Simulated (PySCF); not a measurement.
## Energy of Rh(2+) (rhodium, charge +2) between two integer charges

The 4d beta orbital of [Kr] 4d7 is emptied in steps (occupation f), with all orbitals relaxed, ending at [Kr] 4d6. All numbers are calculated (PySCF 2.14, scalar relativity through the core potential, in def2-SVP with the def2 core potential (28 electrons)). The exact energy is a straight line in f; departures are measured from the line between the end points of the same method.

| f | PBE0 (eV) | r2SCAN (eV) | LC-wPBE (eV) |
| --- | --- | --- | --- |
| 1 | 0.000 | 0.000 | 0.000 |
| 0.75 | -0.910 | -1.195 | -0.363 |
| 0.5 | -1.222 | -1.593 | -0.491 |
| 0.25 | -0.921 | -1.190 | -0.372 |
| 0 | 0.000 | 0.000 | 0.000 |

```tsv
method	E(f=0) − E(f=1) (eV)	−ε at f=1 (eV)	−ε at f=0.5 (eV)
PBE0	31.647	26.831	31.618
r2SCAN	31.458	25.106	31.468
LC-wPBE	31.637	29.730	31.614
```

Orbital energy along the path (eV):

```tsv
f	PBE0	r2SCAN	LC-wPBE
1	-26.831	-25.106	-29.730
0.75	-29.193	-28.265	-30.646
0.5	-31.618	-31.468	-31.614
0.25	-34.088	-34.661	-32.616
0	-36.570	-37.740	-33.633
```

Reference removal energy between the ground levels: 31.06 eV (semi-empirical (NIST evaluation); NIST Atomic Spectra Database, ionization energies). The calculation has no spin-orbit coupling. The determinant left behind need not be the lowest term of the ion.
